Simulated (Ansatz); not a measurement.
Ideal-gas functions of C2H2ClFOSe (`OC(F)(Cl)C=[Se]`) at 600 K and 1 bar, from an Ansatz frequency run at PBE0-D4/def2-TZVP.

Molar mass 175.45 g/mol, point group C1 (symmetry number 1), electronic degeneracy 1, moments of inertia 138.575, 528.361, 570.915 u Å². Harmonic wavenumbers (cm⁻¹, unscaled): 65, 184, 246, 306, 336, 415, 448, 579, 702, 812, 861, 991, 1146, 1194, 1329, 1412, 3169, 3810.

Use S(trans) = R[1.5 ln M + 2.5 ln T − 1.1517]; rotational temperatures θ = 24.2544 K / I; S(rot) = R[ln(√π/σ · √(T³/θAθBθC)) + 1.5]; for each mode x = 1.438777 ν̃/T, S = R[x/(eˣ − 1) − ln(1 − e⁻ˣ)] and H = RT x/(eˣ − 1); 1 cm⁻¹ = 0.0119627 kJ/mol; R = 8.31446 J/(mol·K).

Q: By hand: the entropy, in J/(mol·K).

A: Translation 187.8. Rotation: θ = 0.175, 0.0459, 0.0425 K, giving 130.2. Vibration, mode by mode: 23.78, 15.18, 12.82, 11.07, 10.33, 8.69, 8.11, 6.22, 4.90, 3.97, 3.62, 2.83, 2.11, 1.93, 1.49, 1.27, 0.04, 0.01, in all 118.4. Electronic 0.0. Sum 436.4 J/(mol·K).

Q: By hand: H − E and G − E in kJ/mol, counted from the electronic energy.

A: Zero-point energy ½ × 18005 × 0.0119627 = 107.7; thermal vibration 36.2; translation, rotation and pV give 4 RT = 20.0. H − E = 163.9 kJ/mol, and G − E = 163.9 − 600 × 436.4/1000 = -97.9 kJ/mol.

Vibration gives 27 % of the entropy, 23.8 J/(mol·K) of it from the mode under 150 cm⁻¹: soft modes count most, and the harmonic formula is weakest for them. The sum counts one conformer and one mirror image; others add a mixing term.
